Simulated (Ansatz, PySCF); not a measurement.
Potential energy curve for SMILES [GaH3]. The Ga1–H4 bond (Ga1 also carries H, H; H4 carries nothing else) is varied alone, starting from the PBE0/def2-TZVP optimised geometry.

Levels of theory: RKS-PBE = restricted PBE/cc-pVDZ (Ansatz, an electronic-structure program); UKS-PBE = unrestricted PBE/cc-pVDZ (Ansatz); UKS-TPSSh = unrestricted TPSSh/cc-pVDZ (PySCF); UCCSD(T) = PySCF with CCSD(T) on UHF/cc-pVDZ, 9 core orbitals frozen.

Energies relative to the lowest point of each curve near equilibrium, in mEh; the last columns give the difference from UCCSD(T):

```csv
R / Å,RKS-PBE,UKS-PBE,UKS-TPSSh,UCCSD(T),RKS-PBE − UCCSD(T),UKS-PBE − UCCSD(T),UKS-TPSSh − UCCSD(T)
1.26,40.8,40.8,39.7,39.8,0.9,0.9,-0.1
1.34,20.2,20.2,19.2,19.3,0.9,0.9,0.0
1.41,9.1,9.1,8.4,8.4,0.8,0.8,0.0
1.47,3.5,3.5,3.0,3.0,0.5,0.5,0.0
1.52,1.0,1.0,0.7,0.7,0.3,0.3,0.0
1.57,0.0,0.0,0.0,0.0,0.0,0.0,0.0
1.60,0.0,0.0,0.2,0.2,-0.2,-0.2,0.0
1.68,2.0,2.0,2.7,2.6,-0.6,-0.6,0.1
1.74,4.8,4.8,6.0,5.8,-1.0,-1.0,0.1
1.80,8.6,8.6,10.2,10.0,-1.4,-1.4,0.2
1.92,17.9,17.9,20.4,20.0,-2.2,-2.2,0.3
2.10,34.2,34.2,38.2,37.5,-3.3,-3.3,0.7
2.34,56.9,56.9,62.8,61.1,-4.3,-4.3,1.6
2.62,81.3,81.3,89.3,85.5,-4.3,-4.3,3.8
2.80,95.1,95.1,102.0,98.2,-3.2,-3.2,3.8
3.16,118.0,114.1,116.5,116.7,1.3,-2.6,-0.1
3.43,131.2,120.9,122.8,124.3,7.0,-3.4,-1.5
3.80,145.0,125.1,128.1,128.4,16.5,-3.3,-0.3
4.28,156.9,126.8,131.7,129.8,27.2,-2.9,1.9
4.73,164.0,127.3,133.4,130.0,34.0,-2.8,3.4
5.51,170.6,127.5,134.8,130.2,40.4,-2.7,4.6
```

RKS-PBE is furthest from UCCSD(T) at 5.51 (40.4 mEh, above); its mean absolute difference over the points is 7.2 mEh.

UKS-PBE is furthest from UCCSD(T) at 2.34 (-4.3 mEh, below); its mean absolute difference over the points is 2.0 mEh.

UKS-TPSSh is furthest from UCCSD(T) at 5.51 (4.6 mEh, above); its mean absolute difference over the points is 1.1 mEh.

The restricted form behind RKS-PBE keeps the bonding electrons paired and can't separate into open-shell fragments. The unrestricted determinant behind UKS-PBE is spin-contaminated at 3.16 to 5.51 Å (<S²> up to 1.0, against 0.00 for a pure singlet). The unrestricted determinant behind UKS-TPSSh is spin-contaminated at 2.80 to 5.51 Å (<S²> up to 1.0, against 0.00 for a pure singlet). The unrestricted determinant behind UCCSD(T) is spin-contaminated at 2.34 to 5.51 Å (<S²> up to 1.0, against 0.00 for a pure singlet).
